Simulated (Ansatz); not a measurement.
Stepwise reaction of `C[O][Mo]([F])([F])([F])([Cl])[O]C` with water, as a gas-phase model of exchange steps in deposition or etching. ΔE in kJ/mol.

Calculated with Ansatz (gas phase, PBE0-D4/def2-TZVP geometries, no zero-point term in ΔE). CCSD(T)/CBS is the MP2 limit (def2-TZVPP, def2-QZVPP) plus CCSD(T) − MP2 in def2-TZVPP, frozen cores. This one scheme is used for every species. Functionals use def2-TZVPP. B3LYP here is the variant with VWN-RPA as its local correlation; programs differ in this. Elements past krypton have def2 core potentials. For Mo outer-core shells are correlated without core-valence functions, which leaves a few kJ/mol of doubt a bond. One conformer a species, not always the lowest.

| step | reaction | PBE-D4 | B3LYP-D4 | ωB97M-V | CCSD(T)/CBS |
| --- | --- | --- | --- | --- | --- |
| 1 | `C[O][Mo]([F])([F])([F])([Cl])[O]C` + H₂O → `C[O][Mo]([OH])([F])([F])([F])[Cl]` + CH₃OH | 32.7 | 34.9 | 29.9 | 38.7 |

(1) Give the row of step 2, `C[O][Mo]([OH])([F])([F])([F])[Cl]` + H₂O → `[OH][Mo]([OH])([F])([F])([F])[Cl]` + CH₃OH. (Estimate.)

(2) By hand: ΔE of the 2 steps together at CCSD(T)/CBS.

Answers

(1) The calculation gave: 
```csv
step,reaction,PBE-D4,B3LYP-D4,ωB97M-V,CCSD(T)/CBS
2,`C[O][Mo]([OH])([F])([F])([F])[Cl]` + H₂O → `[OH][Mo]([OH])([F])([F])([F])[Cl]` + CH₃OH,46.8,48.4,44.4,57.6
```

(2) (38.7) + (57.6) = 96.3 kJ/mol, or 48.2 kJ/mol a step.

In ΔE each step is higher than the one before. All are uphill at CCSD(T)/CBS. PBE-D4 differs from CCSD(T)/CBS by -10.8 to -6.0 kJ/mol a step. Only this route is followed, and other bonds may react first. Isolated molecules leave out the surface, adducts and barriers. Largest T1 diagnostic: 0.025.
